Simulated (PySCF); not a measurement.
CH$_{6}$O$_{2}$SiZn (SMILES C[O][Zn][O][SiH3]), singlet, at a GFN2-xTB geometry (such geometries of metal compounds can be far from the true shape), atoms displaced at random by about 0.03 Å a coordinate; TPSS/STO-3G, gradient (PySCF).

Input for PySCF:
```python
from pyscf import gto, scf, dft

mol = gto.Mole()
mol.atom = '''
    Zn   -0.205468    0.213858    0.333335
    O    -1.952888    0.301345    0.691967
    C    -2.732018    0.772105    1.675387
    H    -2.566528    1.884476    1.813744
    H    -3.761085    0.617545    1.350196
    H    -2.627786    0.357028    2.651803
    O     0.874106   -0.399469   -0.791029
    Si    2.357527   -0.652367   -1.430820
    H     2.034118   -1.422188   -2.620755
    H     3.185179   -1.397407   -0.478818
    H     2.969317    0.667857   -1.724848
'''
mol.basis = 'sto-3g'
mol.charge = 0
mol.spin = 0
mol.verbose = 4
mol.build()

mf = dft.RKS(mol)
mf.xc = 'tpss'
mf.kernel()
g = mf.nuc_grad_method()
grad = g.kernel()
```

What the program printed (banner, timings and long lists left out):

```
PySCF version 2.14.0

[INPUT] verbose = 4
[INPUT] num. atoms = 11
[INPUT] num. electrons = 72
[INPUT] charge = 0
[INPUT] spin (= nelec alpha-beta = 2S) = 0
[INPUT] symmetry False subgroup None
[INPUT] Mole.unit = angstrom
[INPUT] Symbol           X                Y                Z      unit          X                Y                Z       unit  Magmom
[...]
nuclear repulsion = 412.147235250037
number of shells = 28
number of NR pGTOs = 144
number of NR cGTOs = 48
basis = sto-3g
ecp = {}

******** <class 'pyscf.dft.rks.RKS'> ********
method = RKS
initial guess = minao
damping factor = 0
level_shift factor = 0
DIIS = <class 'pyscf.scf.diis.CDIIS'>
diis_start_cycle = 1
diis_space = 8
diis_damp = 0
SCF conv_tol = 1e-09
SCF conv_tol_grad = None
SCF max_cycles = 50
direct_scf = True
direct_scf_tol = 1e-13
XC library pyscf.dft.libxc version 7.1.2
    S. Lehtola, C. Steigemann, M. J. T. Oliveira, and M. A. L. Marques,  SoftwareX 7, 1–5 (2018)
XC functionals = tpss
    J. Tao, J. P. Perdew, V. N. Staroverov, and G. E. Scuseria,  Phys. Rev. Lett. 91, 146401 (2003)
    J. P. Perdew, J. Tao, V. N. Staroverov, and G. E. Scuseria,  J. Chem. Phys. 120, 6898 (2004)
    J. Tao, J. P. Perdew, V. N. Staroverov, and G. E. Scuseria,  Phys. Rev. Lett. 91, 146401 (2003)
    J. P. Perdew, J. Tao, V. N. Staroverov, and G. E. Scuseria,  J. Chem. Phys. 120, 6898 (2004)
radial grids:
    Treutler-Ahlrichs [JCP 102, 346 (1995); DOI:10.1063/1.469408] (M4) radial grids

becke partition: Becke, JCP 88, 2547 (1988); DOI:10.1063/1.454033
pruning grids: <function nwchem_prune>
grids dens level: 3
symmetrized grids: False
atomic radii adjust function: <function treutler_atomic_radii_adjust>
small_rho_cutoff = 0
Set gradient conv threshold to 3.16228e-05
Initial guess from minao.
tot grids = 140952
init E= -2232.81935701016
[...]
cycle= 1 E= -2213.2349639138  delta_E= 19.6  |g|= 6.87  |ddm|= 8.45
[...]
cycle= 2 E= -2222.84731110738  delta_E= -9.61  |g|= 2.55  |ddm|= 8.39
[...]
cycle= 3 E= -2184.26590276938  delta_E= 38.6  |g|= 5.36  |ddm|= 13.7
[...]
cycle= 4 E= -2230.56614747207  delta_E= -46.3  |g|= 1.97  |ddm|= 11.1
[...]
cycle= 5 E= -2207.01780689858  delta_E= 23.5  |g|= 7.71  |ddm|= 11.1

WARN: HOMO 0.117243553720495 == LUMO 0.117830024617815

cycle= 6 E= -2224.87826796053  delta_E= -17.9  |g|= 5.39  |ddm|= 6.06
[...]
cycle= 7 E= -2221.86842671784  delta_E= 3.01  |g|= 5.83  |ddm|= 1.44
[...]
cycle= 8 E= -2221.90961742905  delta_E= -0.0412  |g|= 5.87  |ddm|= 0.191
[...]
[...]
[...]
cycle= 34 E= -2191.26748596738  delta_E= -0.0816  |g|= 4.58  |ddm|= 0.0911
[...]
cycle= 35 E= -2191.53350946991  delta_E= -0.266  |g|=  4.5  |ddm|= 0.171
[...]
cycle= 36 E= -2191.53570666414  delta_E= -0.0022  |g|= 4.48  |ddm|= 0.0735
[...]
cycle= 37 E= -2191.531340561  delta_E= 0.00437  |g|=  4.5  |ddm|= 0.0995
[...]
cycle= 38 E= -2191.65677498155  delta_E= -0.125  |g|= 4.47  |ddm|= 0.117
[...]
cycle= 39 E= -2179.51942040804  delta_E= 12.1  |g|= 3.94  |ddm|= 6.79
[...]
cycle= 40 E= -2181.67776968552  delta_E= -2.16  |g|= 1.69  |ddm|=   19

WARN: HOMO 0.648841969365322 == LUMO 0.649105936834417

cycle= 41 E= -2193.0197311718  delta_E= -11.3  |g|= 3.75  |ddm|= 19.2

WARN: HOMO 0.571761168100218 == LUMO 0.571879297759872

cycle= 42 E= -2193.21863301712  delta_E= -0.199  |g|= 3.72  |ddm|= 0.58

WARN: HOMO 0.633015357645473 == LUMO 0.633392204532016

cycle= 43 E= -2193.08987626531  delta_E= 0.129  |g|= 3.74  |ddm|= 0.35

WARN: HOMO 0.67719639674915 == LUMO 0.677865715455477

cycle= 44 E= -2193.07442591276  delta_E= 0.0155  |g|= 3.74  |ddm|= 0.323
[...]
cycle= 45 E= -2194.68973456811  delta_E= -1.62  |g|= 4.02  |ddm|= 1.69
[...]
cycle= 46 E= -2193.96459267387  delta_E= 0.725  |g|=  3.8  |ddm|= 0.937
[...]
cycle= 47 E= -2193.4595559076  delta_E= 0.505  |g|= 3.73  |ddm|= 0.888
[...]
cycle= 48 E= -2181.01521122238  delta_E= 12.4  |g|= 3.96  |ddm|= 5.48
[...]
cycle= 49 E= -2181.67906793936  delta_E= -0.664  |g|= 1.67  |ddm|= 19.2
[...]
cycle= 50 E= -2193.92962783287  delta_E= -12.3  |g|= 3.76  |ddm|= 19.2
SCF not converged.
SCF energy = -2193.92962783287

WARN: Ground state RKS not converged

******** <class 'pyscf.grad.rks.Gradients'> for <class 'pyscf.dft.rks.RKS'> ********
unit = Eh/Bohr
grid_response = False
--------------- RKS gradients ---------------
         x                y                z
0 Zn     1.2223013300     0.5569813993     0.7629879359
1 O     3.0946335091    -3.2725673154    -6.5614491444
2 C    -0.7650505240     1.3470224418     1.8754090263
3 H     0.8265592839     5.8805079745     0.7788164718
4 H    -6.5791236220    -0.9495348777    -2.0028057375
5 H     0.6600572666    -2.7717777060     6.6331362529
6 O     2.9558734637    -0.9674341443    -2.0025434174
7 Si    -0.7820305630     0.0459699479     0.2227813087
8 H     0.1327605929     0.4147802840     0.6490460976
9 H    -0.4444037782     0.3798714684    -0.4970238098
10 H    -0.3216458455    -0.6637168633     0.1417733242
----------------------------------------------
```

The run did not converge; its last values are not results.
